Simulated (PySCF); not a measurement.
From one molecule to another.

First species: C5H10OSi.
Geometry (GFN2-xTB, Å), atoms numbered from 1 in this order:
```xyz
17
C5H10OSi angstrom
O      3.3739   -1.2051    0.1151
C      2.8251   -0.2261    0.5528
Si     1.3709    0.6742   -0.3166
C     -0.1814    0.3642    0.7376
C     -0.7475   -1.0702    0.6568
C     -1.8778   -0.5548   -0.2427
C     -1.4883    0.8865    0.1072
H      3.1697    0.1899    1.5271
H      1.6908    2.1066   -0.3256
H      1.2269    0.1326   -1.6664
H     -0.0251    0.7139    1.7612
H     -0.0979   -1.8266    0.2194
H     -1.1056   -1.4359    1.6181
H     -1.7186   -0.7884   -1.2935
H     -2.8852   -0.8575    0.0364
H     -1.3786    1.5676   -0.7346
H     -2.1580    1.3410    0.8358
```

Second species: C₅H₁₀OSi.
Geometry (GFN2-xTB, Å), atoms numbered from 1 in this order:
```
atom  x, y, z in Å
O1    -0.4111    1.1172    1.8276
C2     0.4992    0.3427    1.7140
C3     1.0666   -0.0872    0.3994
C4     0.2344   -1.3144   -0.0307
C5    -1.1994   -0.8578   -0.3010
Si6   -1.0372    0.9244   -0.9726
C7     0.8380    1.0052   -0.6417
H8     0.9416   -0.1481    2.6034
H9     2.1197   -0.3624    0.5140
H10    0.2766   -2.0987    0.7294
H11    0.6771   -1.7098   -0.9470
H12   -1.7771   -0.8702    0.6221
H13   -1.6923   -1.5425   -0.9885
H14   -1.2820    0.9468   -2.4235
H15   -1.8588    1.9238   -0.3075
H16    1.1853    1.9661   -0.2683
H17    1.4122    0.7770   -1.5390
```

Levels: B3LYP/def2-SVPD for HOMO energy, LUMO energy, HOMO–LUMO gap and static isotropic polarisability; TDDFT B3LYP/def2-SVPD for lowest singlet excitation; TDA B3LYP/def2-SVPD for lowest triplet excitation (Tamm–Dancoff). Geometries: GFN2-xTB. All species are isolated and taken at one optimised geometry, non-relativistic unless stated; the electronic structure was computed with PySCF and density fitting.

The conformers computed, where there is a choice (atom-mapped SMILES and torsion angles):
- `[O:1]=[CH:2][SiH2:3][CH:4]1[CH2:5][CH2:6][CH2:7]1`: O1–C2–Si3–C4 111°, C2–Si3–C4–C5 -73°

The conformers of `O=C[C@H]1CC[SiH2]C1` aren't listed.

Values for the first species:

```
HOMO energy                              : -6.67 eV
LUMO energy                              : -1.77 eV
HOMO–LUMO gap                            : 4.90 eV
Lowest singlet excitation                : 3.18 eV
Lowest triplet excitation (Tamm–Dancoff) : 2.51 eV
Static isotropic polarisability          : 87.4 au
```

Problem. Estimate the same properties for the second species, and the change in each.

Solution. 
| property | first | second | second less first |
| --- | --- | --- | --- |
| HOMO energy | -6.67 eV | -7.27 eV | -0.60 eV |
| LUMO energy | -1.77 eV | -1.24 eV | +0.53 eV |
| HOMO–LUMO gap | 4.90 eV | 6.03 eV | +1.13 eV |
| lowest singlet excitation | 3.18 eV | 4.25 eV | +1.07 eV |
| lowest triplet excitation (Tamm–Dancoff) | 2.51 eV | 3.68 eV | +1.17 eV |
| static isotropic polarisability | 87.4 au | 84.1 au | -3.3 au |

On the first: The vertical singlet–triplet gap S1 − T1 is 0.67 eV (TDDFT singlet less Tamm–Dancoff triplet; S1: HOMO→LUMO, weight 0.98; T1: HOMO→LUMO, weight 0.98). The principal polarisabilities are 77.2, 83.3 and 101.7 au; their mean is the isotropic value.

On the second: The polarisability is 12.47 Å³ as a volume (1 au = 0.148185 Å³), or 1.36 au for each of the 62 electrons. The vertical singlet–triplet gap S1 − T1 is 0.57 eV (TDDFT singlet less Tamm–Dancoff triplet; S1: HOMO→LUMO, weight 0.97; T1: HOMO→LUMO, weight 0.96).
